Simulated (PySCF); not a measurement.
## B⁺: excitation energy

B⁺ [He] 2s2 (1S) → B⁺ [He] 2s1 3s1 (3S), as a difference of total energies. Calculation: PySCF 2.14, in aug-cc-pVTZ; no relativity, point nucleus. Correlated levels: valence: 1s2 frozen. The calculations carry no spin-orbit coupling.

```
           method  excitation energy (eV)  error (eV)
              UHF                  14.707      -1.383
    MP2 (valence)                  15.599      -0.491
SCS-MP2 (valence)                  15.853      -0.237
   CCSD (valence)                  16.115      +0.025
```

Reference: 16.090 eV (measured; NIST levels).

Errors of the correlated levels include the incompleteness of this basis and the frozen core.

With two correlated electrons CCSD is exact in that space.
